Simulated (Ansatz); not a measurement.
Program: Ansatz. Geometries: PBE0-D4/def2-TZVP. ΔE: electronic, gas phase. CBS: MP2 limit from def2 TZ/QZ plus the TZ coupled-cluster correction, frozen cores. DFT in def2-TZVPP. B3LYP here is the variant with VWN-RPA as its local correlation; programs differ in this. For Ge outer-core shells are correlated without core-valence functions, which leaves a few kJ/mol of doubt a bond. Scalar relativity is left out up to krypton. Each species was taken in one conformer, which may not be the lowest.

Reaction (isomerisation): `[SiH3][CH2][GeH2][Cl]` → `[CH3][GeH2][SiH2]Cl`

| level | ΔE (kJ/mol) |
| --- | --- |
| PBE-D4 | -36.1 |
| B3LYP-D4 | -28.5 |
| ωB97M-V | -24.4 |
| PBE | -37.7 |
| PBE0 | -33.9 |
| B3LYP | -31.1 |
| CCSD/def2-TZVPP | -23.4 |
| HF/CBS(def2) | -16.1 |

Q: What does CCSD(T)/CBS give? (Best estimate.)

A: The calculation gave: -27.1 kJ/mol. The listed levels differ from it by -9.0, -1.4, 2.7, -10.6, -6.8, -4.0, 3.7, 11.0 kJ/mol.

Largest T1 diagnostic among the species: 0.010.

From PBE to PBE0 (25 % exact exchange), in def2-TZVPP and without D4, ΔE moves by +3.8 kJ/mol. In def2-TZVPP, CCSD(T) changes the Hartree–Fock value by −7.1 kJ/mol (the triples alone add −0.1 kJ/mol) and MP2 by −5.1 kJ/mol.
